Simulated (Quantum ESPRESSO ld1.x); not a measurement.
The run below uses ld1.x (Quantum ESPRESSO 7.5).

```
 &input
    zed=76.0,
    iswitch=1,
    rel=1,
    lsd=1,
    dft='SLA-NOC',
    config='[Xe] 4f14 5d6',
    prefix='ld1',
    max_out_wfc=37,
    file_charge='ld1.rho',
 /
```

Command: `OMP_NUM_THREADS=1 ld1.x < ld1.in > ld1.out`

It prints:

```
     Program LD1 v.7.5 starts

     --------------------------- All-electron run ----------------------------

     scalar relativistic calculation

     atomic number is 76.00
     dft =SLA-NOC   lsd =1 sic =0 latt =0  beta=0.20 tr2=1.0E-14
     Exchange-correlation= SLA-NOC
                           (   1   0   0   0   0   0   0)
     mesh =2117 r(mesh) =  99.21276 a.u. xmin = -8.00 dx = 0.00800
     1 Ry =  13.60569312 eV, c = 137.03599908

     n l     nl                  e(Ry)          e(Ha)          e(eV)
     1 0     1S 1( 1.00)     -5426.6954     -2713.3477    -73833.9518
     2 0     2S 1( 1.00)      -946.1030      -473.0515    -12872.3872
     2 1     2P 1( 3.00)      -824.2208      -412.1104    -11214.0951
     3 0     3S 1( 1.00)      -220.9945      -110.4973     -3006.7839
     3 1     3P 1( 3.00)      -185.2167       -92.6083     -2520.0011
     4 0     4S 1( 1.00)       -47.4803       -23.7402      -646.0026
     4 1     4P 1( 3.00)       -35.7428       -17.8714      -486.3054
     3 2     3D 1( 5.00)      -145.1945       -72.5973     -1975.4719
     5 0     5S 1( 1.00)        -7.9571        -3.9786      -108.2619
     5 1     5P 1( 3.00)        -4.9814        -2.4907       -67.7754
     4 2     4D 1( 5.00)       -21.1753       -10.5877      -288.1048
     4 3     4F 1( 7.00)        -4.9850        -2.4925       -67.8246
     5 2     5D 1( 5.00)        -1.6949        -0.8474       -23.0599
     1 0     1S 2( 1.00)     -5426.6956     -2713.3478    -73833.9546
     2 0     2S 2( 1.00)      -946.0871      -473.0436    -12872.1711
     2 1     2P 2( 3.00)      -824.2076      -412.1038    -11213.9155
     3 0     3S 2( 1.00)      -220.9874      -110.4937     -3006.6869
     3 1     3P 2( 3.00)      -185.2091       -92.6045     -2519.8976
     4 0     4S 2( 1.00)       -47.4641       -23.7321      -645.7822
     4 1     4P 2( 3.00)       -35.7263       -17.8631      -486.0810
     3 2     3D 2( 5.00)      -145.1830       -72.5915     -1975.3148
     5 0     5S 2( 1.00)        -7.8096        -3.9048      -106.2555
     5 1     5P 2( 3.00)        -4.7939        -2.3969       -65.2238
     4 2     4D 2( 5.00)       -21.1550       -10.5775      -287.8280
     4 3     4F 2( 7.00)        -4.9495        -2.4747       -67.3410
     5 2     5D 2( 1.00)        -1.4637        -0.7318       -19.9145

     final scf error:  4.4E-16 reached in  34 iterations

     Etot =  -34470.673442 Ry,  -17235.336721 Ha, -468997.404600 eV
     Total magnetization:    4.00 Bohr mag.

     Ekin =   38218.795040 Ry,   19109.397520 Ha,  519993.196842 eV
     Encl =  -85391.713866 Ry,  -42695.856933 Ha,-1161813.454108 eV
     Eh   =   13342.505901 Ry,    6671.252950 Ha,  181534.040776 eV
     Exc  =    -640.260517 Ry,    -320.130258 Ha,   -8711.188109 eV

     normalization and overlap integrals

     s(1S/1S) =  1.000000  <r> =   0.0177  <r2> =    0.0004  r(max) =   0.0110
     s(1S/2S) = -0.034059
     s(1S/3S) = -0.014921
     s(1S/4S) = -0.007329
     s(1S/5S) = -0.003148
     s(2S/2S) =  1.000000  <r> =   0.0749  <r2> =    0.0066  r(max) =   0.0636
     s(2S/3S) = -0.009553
     s(2S/4S) = -0.004475
     s(2S/5S) = -0.001903
     s(2P/2P) =  1.000000  <r> =   0.0673  <r2> =    0.0055  r(max) =   0.0521
     s(2P/3P) = -0.007525
     s(2P/4P) = -0.003333
     s(2P/5P) = -0.001285
     s(3S/3S) =  1.000000  <r> =   0.1940  <r2> =    0.0431  r(max) =   0.1786
     s(3S/4S) = -0.003244
     s(3S/5S) = -0.001335
     s(3P/3P) =  1.000000  <r> =   0.1947  <r2> =    0.0439  r(max) =   0.1772
     s(3P/4P) = -0.002731
     s(3P/5P) = -0.001020
     s(4S/4S) =  1.000000  <r> =   0.4321  <r2> =    0.2108  r(max) =   0.4038
     s(4S/5S) = -0.000931
     s(4P/4P) =  1.000000  <r> =   0.4598  <r2> =    0.2405  r(max) =   0.4237
     s(4P/5P) = -0.000720
     s(3D/3D) =  1.000000  <r> =   0.1763  <r2> =    0.0364  r(max) =   0.1439
     s(3D/4D) = -0.001985
     s(3D/5D) = -0.000523
     s(5S/5S) =  1.000000  <r> =   1.0084  <r2> =    1.1422  r(max) =   0.9133
     s(5P/5P) =  1.000000  <r> =   1.1729  <r2> =    1.5578  r(max) =   1.0297
     s(4D/4D) =  1.000000  <r> =   0.4895  <r2> =    0.2774  r(max) =   0.4340
     s(4D/5D) = -0.000402
     s(4F/4F) =  1.000000  <r> =   0.5585  <r2> =    0.3856  r(max) =   0.4038
     s(5D/5D) =  1.000000  <r> =   1.7054  <r2> =    3.4032  r(max) =   1.3624
     s(1S/1S) =  1.000000  <r> =   0.0177  <r2> =    0.0004  r(max) =   0.0110
     s(1S/2S) = -0.034059
     s(1S/3S) = -0.014921
     s(1S/4S) = -0.007329
     s(1S/5S) = -0.003177
     s(2S/2S) =  1.000000  <r> =   0.0749  <r2> =    0.0066  r(max) =   0.0636
     s(2S/3S) = -0.009553
     s(2S/4S) = -0.004475
     s(2S/5S) = -0.001921
     s(2P/2P) =  1.000000  <r> =   0.0673  <r2> =    0.0055  r(max) =   0.0521
     s(2P/3P) = -0.007525
     s(2P/4P) = -0.003333
     s(2P/5P) = -0.001302
     s(3S/3S) =  1.000000  <r> =   0.1940  <r2> =    0.0431  r(max) =   0.1786
     s(3S/4S) = -0.003244
     s(3S/5S) = -0.001347
     s(3P/3P) =  1.000000  <r> =   0.1947  <r2> =    0.0439  r(max) =   0.1772
     s(3P/4P) = -0.002731
     s(3P/5P) = -0.001033
     s(4S/4S) =  1.000000  <r> =   0.4321  <r2> =    0.2108  r(max) =   0.4038
     s(4S/5S) = -0.000939
     s(4P/4P) =  1.000000  <r> =   0.4597  <r2> =    0.2404  r(max) =   0.4237
     s(4P/5P) = -0.000729
     s(3D/3D) =  1.000000  <r> =   0.1763  <r2> =    0.0364  r(max) =   0.1439
     s(3D/4D) = -0.001986
     s(3D/5D) = -0.000526
     s(5S/5S) =  1.000000  <r> =   1.0022  <r2> =    1.1279  r(max) =   0.9133
     s(5P/5P) =  1.000000  <r> =   1.1635  <r2> =    1.5335  r(max) =   1.0297
     s(4D/4D) =  1.000000  <r> =   0.4892  <r2> =    0.2770  r(max) =   0.4340
     s(4D/5D) = -0.000405
     s(4F/4F) =  1.000000  <r> =   0.5553  <r2> =    0.3799  r(max) =   0.4038
     s(5D/5D) =  1.000000  <r> =   1.7226  <r2> =    3.5078  r(max) =   1.3408

     ------------------------ End of All-electron run ------------------------
```

Run on one thread of a shared host, so times are rough (Intel(R) Xeon(R) Processor @ 2.60GHz): 0.94 s of CPU time, 0.97 s wall, 34 iterations on 2117 mesh points.
